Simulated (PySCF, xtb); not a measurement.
CsCl, SMILES [Cl][Cs].

GFN2-xTB in xtb at its own geometry gives an orbital gap of 1.78 eV and a dipole moment of 8.89 D.

Coordinates come from a B3LYP-D3(BJ)/def2-TZVPD optimisation. The def2 effective core potentials stand for the cores of Cs; spin–orbit coupling is left out.

Q: What does r2SCAN/def2-TZVPD (PySCF) give? (The exact figures need the calculation; the answer reports its results.)

A: gap 4.03 eV (levels -4.94 and -0.91 eV), dipole 10.59 D.
